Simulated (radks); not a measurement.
Task: Eu8+, configuration [Kr] 4d10 4f5 5s2 5p2. All-electron calculation, scalar-relativistic Kohn-Sham, LB94 model potential, spin-polarised, spherical densities, finite nucleus; open shells are filled with parallel spins first (spin-orbit coupling, left out, can overturn this in heavy ions); Fermi nuclear charge, rms radius 5.1115 fm. Program: a radial shooting solver on a logarithmic mesh with Libxc functionals. Some entries of the table are withheld. Estimate them.

orbital,occ.,eigenvalue (eV),<r> (bohr),<r^2> (bohr^2)
1s up,1,-48687.33,0.02229,0.0006773
1s down,1,-48687.32,0.02229,0.0006773
2s up,1,-8123.215,0.09494,0.01064
2s down,1,-8123.156,0.09494,0.01064
2p up,3,-7258.606,0.08370,0.008549
2p down,3,-7258.463,0.08370,0.008550
3s down,1,-1900.850,0.2491,0.07085
3s up,1,-1900.795,0.2492,0.07090
3p up,3,-1631.070,0.2475,0.07094
3p down,3,-1631.062,0.2474,0.07087
3d down,5,-1269.157,0.2252,0.05958
3d up,5,-1269.154,0.2253,0.05966
4s up,1,-483.2446,0.5643,0.3591
4s down,1,-479.5905,0.5649,0.3599
4p up,3,-394.4863,0.5962,0.4037
4p down,3,-390.9897,0.5971,0.4050
4d up,5,-270.4255,0.6440,0.4793
4d down,5,-267.1927,0.6455,0.4816
5s up,1,-164.1012,1.240,1.715
5s down,1,-161.6577,1.239,1.711
5p up,2,-138.0004,(1),2.084
5p down,0,-135.4360,(2),2.087
4f up,5,-134.5061,0.7641,(3)
4f down,0,-131.6791,0.7665,(4)
5d up,0,-102.4912,1.619,2.936
5d down,0,-99.9637,1.629,2.978
6s up,0,(5),2.288,5.816
6s down,0,(6),2.313,5.938

Result: 
(1) 5p up <r> (bohr): 1.366
(2) 5p down <r> (bohr): 1.366
(3) 4f up <r^2> (bohr^2): 0.7088
(4) 4f down <r^2> (bohr^2): 0.7135
(5) 6s up eigenvalue (eV): -83.6419
(6) 6s down eigenvalue (eV): -82.1937
